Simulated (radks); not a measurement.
The numbers below are computed, except where a source is named.
The manganese ion Mn2+ inside a hard spherical wall (all orbitals vanish at R), configuration held at [Ar] 3d5 and not refilled when levels cross. Code: a radial shooting solver on a logarithmic mesh with Libxc functionals. Model: non-relativistic Kohn-Sham, r2SCAN, spin-unpolarised, spherical densities, point nucleus; meta-GGA in the generalised Kohn-Sham scheme. Eigenvalues in eV, with the zero of energy where the potential of the charges vanishes at infinity; a dash marks a level that is unbound or too diffuse for the functional's potential to be trusted. A positive occupied level is held by the wall or, in an anion where self-interaction has pushed it up, behind a barrier. The pressure on the wall is -dE/dV.

R (bohr),E (hartree),kinetic (hartree),e(2p),e(3s),e(3p),e(3d),"e(4s, empty)","e(4p, empty)",pressure (GPa)
free,-1149.83841,1148.931,-651.59,-104.84,-73.673,-24.289,-18.359,-12.973,0
15,-1149.83841,1148.931,-651.59,-104.84,-73.673,-24.289,-18.359,-12.973,< 0.0001
12,-1149.83841,1148.931,-651.59,-104.84,-73.673,-24.289,-18.359,-12.973,< 0.0001
10,-1149.83841,1148.931,-651.59,-104.84,-73.673,-24.289,-18.359,-12.971,< 0.0001
6,-1149.83818,1148.934,-651.57,-104.82,-73.655,-24.272,-18.225,-12.522,0.0336
5,-1149.83630,1148.952,-651.44,-104.71,-73.555,-24.172,-17.677,-11.391,0.432
3.5,-1149.78512,1149.277,-649.66,-103.30,-72.188,-22.693,-11.528,-2.485,22.0
2.5,-1149.31071,1151.725,-641.36,-97.505,-66.388,-15.638,15.609,29.721,499
2,-1147.77596,1158.966,-625.30,-86.922,-55.169,-1.984,66.148,83.680,3540
1.5,-1139.81701,1189.746,-577.08,-50.655,-16.296,40.918,222.87,239.24,35200
